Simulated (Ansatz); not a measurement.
Two isomers of C2H8BFSi: A = `CBC[SiH2]F`, B = `CB[SiH](C)F`.

Computed with Ansatz on PBE0-D4/def2-TZVP structures; ΔE is electronic, products minus reactants. CBS: MP2 limit from def2 TZ/QZ plus the TZ coupled-cluster correction, frozen cores. DFT in def2-TZVPP. B3LYP here is the variant with VWN-RPA as its local correlation; programs differ in this. Each species was taken in one conformer, which may not be the lowest.

Which is lower in electronic energy at CCSD(T)/CBS, and by how much? (An estimate is asked.)

Computed: A, by 11.6 kcal/mol.

Give E(B) − E(A) in kcal/mol with B3LYP-D4, CCSD(T)/def2-TZVPP, B2PLYP, B3LYP, HF/def2-TZVPP, r2SCAN-D4, PBE0-D4. (Estimate.)

Computed: B3LYP-D4 11.0, CCSD(T)/def2-TZVPP 11.7, B2PLYP 11.6, B3LYP 10.7, HF/def2-TZVPP 11.7, r2SCAN-D4 11.4, PBE0-D4 10.6. None reverses the order clearly.

Largest T1 diagnostic: 0.011.
